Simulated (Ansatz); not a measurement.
Geometry optimisation of pentacene, `c1ccc2cc3cc4cc5ccccc5cc4cc3cc2c1`.

```yaml
crystal:
  periodic: [false, false, false]
  atoms:
    - {symbol: C, position_ang: [6.036080, 0.218490, -0.961610]}
    - {symbol: C, position_ang: [6.000890, 1.175030, 0.082410]}
    - {symbol: C, position_ang: [4.825150, 1.506330, 0.674820]}
    - {symbol: C, position_ang: [3.603480, 0.903440, 0.265330]}
    - {symbol: C, position_ang: [2.393590, 1.220840, 0.855140]}
    - {symbol: C, position_ang: [1.190960, 0.623560, 0.445410]}
    - {symbol: C, position_ang: [-0.033030, 0.939590, 1.033420]}
    - {symbol: C, position_ang: [-1.224760, 0.344270, 0.621650]}
    - {symbol: C, position_ang: [-2.460200, 0.661400, 1.208950]}
    - {symbol: C, position_ang: [-3.638160, 0.065760, 0.795660]}
    - {symbol: C, position_ang: [-4.894170, 0.382200, 1.384770]}
    - {symbol: C, position_ang: [-6.036630, -0.215350, 0.959410]}
    - {symbol: C, position_ang: [-6.002110, -1.171840, -0.084270]}
    - {symbol: C, position_ang: [-4.825930, -1.504120, -0.675680]}
    - {symbol: C, position_ang: [-3.603080, -0.904480, -0.264680]}
    - {symbol: C, position_ang: [-2.392880, -1.225180, -0.852900]}
    - {symbol: C, position_ang: [-1.190010, -0.628080, -0.442220]}
    - {symbol: C, position_ang: [0.033980, -0.943600, -1.031040]}
    - {symbol: C, position_ang: [1.225290, -0.346820, -0.619860]}
    - {symbol: C, position_ang: [2.460390, -0.660630, -1.209470]}
    - {symbol: C, position_ang: [3.638280, -0.065100, -0.796180]}
    - {symbol: C, position_ang: [4.893690, -0.379610, -1.387270]}
    - {symbol: H, position_ang: [6.986790, -0.026610, -1.412780]}
    - {symbol: H, position_ang: [6.924770, 1.637030, 0.399230]}
    - {symbol: H, position_ang: [4.790780, 2.237360, 1.470460]}
    - {symbol: H, position_ang: [2.367480, 1.946740, 1.656040]}
    - {symbol: H, position_ang: [-0.058740, 1.668490, 1.831570]}
    - {symbol: H, position_ang: [-2.484030, 1.391500, 2.006530]}
    - {symbol: H, position_ang: [-4.914030, 1.112460, 2.181630]}
    - {symbol: H, position_ang: [-6.986530, 0.029420, 1.412190]}
    - {symbol: H, position_ang: [-6.926700, -1.631720, -0.401550]}
    - {symbol: H, position_ang: [-4.792560, -2.234270, -1.471770]}
    - {symbol: H, position_ang: [-2.366630, -1.955200, -1.650870]}
    - {symbol: H, position_ang: [0.060210, -1.673890, -1.828510]}
    - {symbol: H, position_ang: [2.485230, -1.388200, -2.009220]}
    - {symbol: H, position_ang: [4.913160, -1.109200, -2.184760]}
basis:
  gaussian: {orbitals: def2-SVP}
hamiltonian: {xc: pbe, dispersion: d4}
scf: {lower_state_search: "off"}
output: {orbitals: {seedname: orbitals}}
relax: {f_tol: 0.03, max_steps: 70}
```

```sh
$ ansatz run in.yaml --threads 8 --pin off --events-out ev --progress --plain --max-ram 19148MiB
```

Output, abridged:

```
Functional definition: PBE
mean field -22996.86186999 eV, -845.1190858894 hartree, gradient 7.2e-6 eV, S^2 0.000000; 0 other end points of the search recorded, 0 dependent functions left out
relax step   1: F+E_penalty+E_count = -22998.38664833 eV  Δ(F+E_penalty+E_count) = +0.000e0 eV  max|allowed force component| = 6.222e-1 eV/Å  Δτ_max = 0.0000 Å  (27 SCF iters, accepted)
mean field -22997.15627314 eV, -845.1299050056 hartree, gradient 3.8e-6 eV, S^2 0.000000; 0 other end points of the search recorded, 0 dependent functions left out
relax step   2: F+E_penalty+E_count = -22998.66328973 eV  Δ(F+E_penalty+E_count) = -2.766e-1 eV  max|allowed force component| = 1.560e-1 eV/Å  Δτ_max = 0.0659 Å  (24 SCF iters, accepted)
mean field -22997.18676702 eV, -845.1310256350 hartree, gradient 3.8e-6 eV, S^2 0.000000; 0 other end points of the search recorded, 0 dependent functions left out
relax step   3: F+E_penalty+E_count = -22998.68659153 eV  Δ(F+E_penalty+E_count) = -2.330e-2 eV  max|allowed force component| = 8.109e-2 eV/Å  Δτ_max = 0.0246 Å  (24 SCF iters, accepted)
mean field -22997.18732567 eV, -845.1310461648 hartree, gradient 4.0e-6 eV, S^2 0.000000; 0 other end points of the search recorded, 0 dependent functions left out
relax step   4: F+E_penalty+E_count = -22998.68713948 eV  Δ(F+E_penalty+E_count) = -5.479e-4 eV  max|allowed force component| = 4.430e-3 eV/Å  Δτ_max = 0.0016 Å  (25 SCF iters, accepted)
Total energy: -22998.68719795 eV, -845.1861654547 hartree
Atom 0 at     6.108798     0.221434    -0.974543 Å, force     0.002450     0.004430     0.003957 eV/Å
Atom 1 at     6.074181     1.188853     0.083851 Å, force     0.002873    -0.003896    -0.004272 eV/Å
Atom 2 at     4.880895     1.523836     0.685980 Å, force    -0.001667     0.000925     0.001277 eV/Å
Atom 3 at     3.646154     0.916401     0.271883 Å, force    -0.002830    -0.001438    -0.000643 eV/Å
Atom 4 at     2.419917     1.237573     0.865434 Å, force     0.002201     0.000178    -0.000574 eV/Å
Atom 5 at     1.204069     0.634423     0.451822 Å, force    -0.001075    -0.001141    -0.001058 eV/Å
Atom 6 at    -0.034000     0.954164     1.045535 Å, force    -0.000179     0.000303     0.000128 eV/Å
Atom 7 at    -1.239129     0.351926     0.630167 Å, force     0.000924    -0.000822    -0.001109 eV/Å
Atom 8 at    -2.488011     0.670180     1.223610 Å, force    -0.002041    -0.000335    -0.000045 eV/Å
Atom 9 at    -3.681378     0.069160     0.806760 Å, force     0.003138    -0.000763    -0.001060 eV/Å
Atom 10 at    -4.949376     0.387387     1.403375 Å, force     0.001446     0.001307     0.001061 eV/Å
Atom 11 at    -6.109099    -0.219709     0.973037 Å, force    -0.002359    -0.003939    -0.004091 eV/Å
Atom 12 at    -6.074459    -1.187371    -0.085125 Å, force    -0.002606     0.003308     0.004331 eV/Å
Atom 13 at    -4.880983    -1.523443    -0.686290 Å, force     0.001289    -0.000929    -0.001297 eV/Å
Atom 14 at    -3.646091    -0.916772    -0.271538 Å, force     0.002839     0.001328     0.000547 eV/Å
Atom 15 at    -2.419727    -1.238734    -0.864418 Å, force    -0.002396    -0.000017     0.000499 eV/Å
Atom 16 at    -1.203797    -0.635936    -0.450525 Å, force     0.000891     0.001121     0.001003 eV/Å
Atom 17 at     0.034297    -0.955799    -1.044135 Å, force    -0.000006    -0.000256    -0.000208 eV/Å
Atom 18 at     1.239383    -0.353341    -0.628958 Å, force    -0.000736     0.000961     0.001043 eV/Å
Atom 19 at     2.488175    -0.670979    -1.222923 Å, force     0.002340     0.000321     0.000082 eV/Å
Atom 20 at     3.681411    -0.069295    -0.806635 Å, force    -0.003057     0.000538     0.001244 eV/Å
Atom 21 at     4.949242    -0.386494    -1.404152 Å, force    -0.001493    -0.001202    -0.001233 eV/Å
Atom 22 at     7.071806    -0.032796    -1.442919 Å, force     0.000067     0.000343     0.000393 eV/Å
Atom 23 at     7.011108     1.663492     0.412909 Å, force     0.000107    -0.000357    -0.000383 eV/Å
Atom 24 at     4.852153     2.266313     1.498796 Å, force    -0.000585     0.000908     0.001032 eV/Å
Atom 25 at     2.393831     1.980693     1.678443 Å, force     0.000767     0.000915     0.000809 eV/Å
Atom 26 at    -0.060568     1.697192     1.858435 Å, force    -0.000069     0.000868     0.000951 eV/Å
Atom 27 at    -2.515080     1.413333     2.036561 Å, force    -0.000846     0.000650     0.000872 eV/Å
Atom 28 at    -4.973810     1.130573     2.215684 Å, force     0.000583     0.001021     0.000953 eV/Å
Atom 29 at    -7.072270     0.035490     1.440550 Å, force    -0.000040    -0.000601    -0.000162 eV/Å
Atom 30 at    -7.011516    -1.661361    -0.414747 Å, force    -0.000062     0.000350     0.000312 eV/Å
Atom 31 at    -4.852234    -2.266151    -1.498897 Å, force     0.000583    -0.000815    -0.001054 eV/Å
Atom 32 at    -2.393680    -1.981982    -1.677315 Å, force    -0.000653    -0.000806    -0.000744 eV/Å
Atom 33 at     0.060864    -1.698820    -1.857047 Å, force     0.000061    -0.000744    -0.000863 eV/Å
Atom 34 at     2.515278    -1.413987    -2.036006 Å, force     0.000729    -0.000634    -0.000838 eV/Å
Atom 35 at     4.973667    -1.129446    -2.216677 Å, force    -0.000588    -0.001082    -0.000860 eV/Å
Dipole moment:    -0.000033     0.000199    -0.000164 e Å
Checks for a lower state left out: stability, starts, cluster_reference, orbital_swaps, neighbouring_geometries, increment
```

It took 19 s on 8 threads of Intel Xeon Platinum 8488C on a shared host, peak host memory 1 GiB.

The restricted singlet is unstable towards broken spin symmetry in Hartree–Fock (as tested in another run); at PBE-D4/def2-SVP this wasn't settled.
